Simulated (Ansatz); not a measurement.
One change: `C=CO[SiH2]Br` becomes `C=CO[SiH2]F`.

Ansatz, PBE0-D4/def2-TZVP geometries, multiplicity 1. Each molecule was computed in one conformer, which needn't be the lowest.

Scalar relativity is left out up to krypton. Spin–orbit coupling is left out; it splits and shifts lone-pair levels of the heavy atoms by tenths of an eV.

```json
{"property": "HOMO–LUMO gap (PBE0/def2-TZVPP) / eV", "`C=CO[SiH2]Br`": "7.24"}
{"property": "HOMO energy (B3LYP/def2-TZVPP) / eV", "`C=CO[SiH2]Br`": "-7.02"}
{"property": "HOMO energy (PBE0/def2-TZVPP) / eV", "`C=CO[SiH2]Br`": "-7.24"}
{"property": "HOMO–LUMO gap (B3LYP/def2-TZVPP) / eV", "`C=CO[SiH2]Br`": "6.78"}
{"property": "HOMO–LUMO gap (ωB97M-V/def2-TZVPP) / eV", "`C=CO[SiH2]Br`": "11.40"}
{"property": "HOMO energy (PBE/def2-TZVPP) / eV", "`C=CO[SiH2]Br`": "-6.08"}
```

What does the change do to each property? (Best estimate.)

Computed: 
```json
{"property": "HOMO–LUMO gap (PBE0/def2-TZVPP) / eV", "`C=CO[SiH2]F`": "7.53", "shift": "0.29"}
{"property": "HOMO energy (B3LYP/def2-TZVPP) / eV", "`C=CO[SiH2]F`": "-7.03", "shift": "-0.01"}
{"property": "HOMO energy (PBE0/def2-TZVPP) / eV", "`C=CO[SiH2]F`": "-7.25", "shift": "-0.01"}
{"property": "HOMO–LUMO gap (B3LYP/def2-TZVPP) / eV", "`C=CO[SiH2]F`": "7.05", "shift": "0.27"}
{"property": "HOMO–LUMO gap (ωB97M-V/def2-TZVPP) / eV", "`C=CO[SiH2]F`": "11.69", "shift": "0.29"}
{"property": "HOMO energy (PBE/def2-TZVPP) / eV", "`C=CO[SiH2]F`": "-6.08", "shift": "0.00"}
```

Positive LUMOs are unbound, so they and the gaps depend on the basis.

B3LYP here is the variant with VWN-RPA as its local correlation; programs differ in this.
